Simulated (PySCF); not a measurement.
PySCF 2.14 output of an unrestricted PBE calculation on a single atom or ion in x2c-TZVPPall with one added diffuse shell each of s, p, d, f type (9s7p7d3f1g, 95 functions), with the spin-free X2C one-electron Hamiltonian (Gaussian nucleus):

```
SCF conv_tol = 1e-09
number electrons alpha = 23  beta = 18
    J. P. Perdew, K. Burke, and M. Ernzerhof.,  Phys. Rev. Lett. 77, 3865 (1996)
    J. P. Perdew, K. Burke, and M. Ernzerhof.,  Phys. Rev. Lett. 78, 1396 (1997)
    J. P. Perdew, K. Burke, and M. Ernzerhof.,  Phys. Rev. Lett. 77, 3865 (1996)
    J. P. Perdew, K. Burke, and M. Ernzerhof.,  Phys. Rev. Lett. 78, 1396 (1997)
cycle= 1 E= -4283.84745762988  delta_E= -0.0124  |g|= 0.0634  |ddm|= 0.383
cycle= 2 E= -4283.84769333824  delta_E= -0.000236  |g|= 0.0217  |ddm|= 0.022
cycle= 3 E= -4283.84771848526  delta_E= -2.51e-05  |g|= 0.00255  |ddm|= 0.00672
cycle= 4 E= -4283.84771957901  delta_E= -1.09e-06  |g|= 0.000263  |ddm|= 0.00266
cycle= 5 E= -4283.84771959585  delta_E= -1.68e-08  |g|= 2.88e-05  |ddm|= 0.000345
cycle= 6 E= -4283.84771959606  delta_E= -2.16e-10  |g|= 1.05e-06  |ddm|= 3.18e-05
converged SCF energy = -4283.84771959606  <S^2> = 8.7505439  2S+1 = 6.0001813
```

The run itself started from symmetry-adapted Hartree-Fock orbitals and held the occupation by maximum overlap, on a logarithmic radial grid, so the iterations belong to that start.

**Question.** Which element, charge and spin multiplicity is this?

**Answer.** Tc²⁺ (technetium, charge +2), multiplicity 6; the state was [Kr] 4d4 5s1, high-spin 6D determinant (an excited configuration).
